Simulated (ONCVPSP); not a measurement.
## Te (Z = 52): variants of one ONCV potential

Base potential:

```
Element                 : Te
Generator               : ONCVPSP 4.0.1
Type                    : optimised norm-conserving Vanderbilt (ONCV)
Functional              : PBEsol
Relativity              : non-relativistic
Frozen core             : [Kr] 4d10
Valence charge          : 6
Reference configuration : 5s2 5p4
Partial waves           : 5s: rc 1.60 bohr, ncon 3, nbas 6, qcut 3.6 1/bohr, 2 projectors, debl 1.4 Ha; 5p: rc 2.25 bohr, ncon 4, nbas 8, qcut 3.3 1/bohr, 1 projector
Local potential         : polynomial inside 1.30 bohr (lpopt 4, dvloc0 2 Ha)
Core correction         : none
```

Cutoffs, loose and tight: the cutoffs (Ha) at which the residual kinetic energy of the hardest occupied pseudo-wave falls to 1 and 0.1 mHa per electron. They do not see the model core or the augmentation charge, which bear on the density cutoff. Test errors are all-electron minus pseudo excitation energies from the reference, over the configurations 5s2 5p3; 5s2 5p2; 5s2 5p1; 5s2 5p0. A dash means not determined; rows that change the core or the reference have their own tests.

For the base: The cutoffs count occupied waves only; projector 2 of the s channel, the hardest unoccupied one, needs 44 Ha at the loose tolerance.

A true bound ghost makes a file unfit for plane-wave use even where its test errors are small: the radial tests pick states by their node count and pass the ghost by.

| change | outcome | cutoff, loose | cutoff, tight | bound ghosts | GHOST(+) flags above zero | largest test error (meV) |
| --- | --- | --- | --- | --- | --- | --- |
| base | generated | 7.7 Ha | 37 Ha | none | s | -113 |
| all radii scaled by about 0.80 (s 1.28, p 1.80 bohr); local potential polynomial inside 1.04 bohr (lpopt 4, dvloc0 2 Ha) | failed: ERROR pspot: first pseudo wave function has node, program will stop | – | – | – | – | – |
| all radii scaled by about 1.12 (s 1.78, p 2.52 bohr); local potential polynomial inside 1.46 bohr (lpopt 4, dvloc0 2 Ha) | failed: ERROR pspot: first pseudo wave function has node, program will stop | – | – | – | – | – |

**Question.** What comes out with this change to the base: all radii scaled by about 1.30 (s 2.08, p 2.92 bohr); local potential polynomial inside 1.68 bohr (lpopt 4, dvloc0 2 Ha)?

**Answer.** outcome: generated; cutoff, loose: 6.5 Ha; cutoff, tight: 19 Ha; bound ghosts: none; GHOST(+) flags above zero: s; largest test error (meV): -346.

**Question.** What comes out with this change to the base: all radii scaled by about 1.19 (s 1.90, p 2.68 bohr); local potential polynomial inside 1.54 bohr (lpopt 4, dvloc0 2 Ha)?

**Answer.** outcome: generated; cutoff, loose: 7.4 Ha; cutoff, tight: 22 Ha; bound ghosts: none; GHOST(+) flags above zero: s; largest test error (meV): -243.

**Question.** What comes out with this change to the base: all radii scaled by about 0.91 (s 1.46, p 2.06 bohr); local potential polynomial inside 1.20 bohr (lpopt 4, dvloc0 2 Ha)?

**Answer.** outcome: generated; cutoff, loose: 49 Ha; cutoff, tight: 60 Ha; bound ghosts: s; GHOST(+) flags above zero: s, p; largest test error (meV): -59.

Reading the sweep of the scale of all radii (base = 1) (base included, trends over the rows without a ghost): Bound ghosts are found at 0.91. The generation fails at 0.8, 1.12.
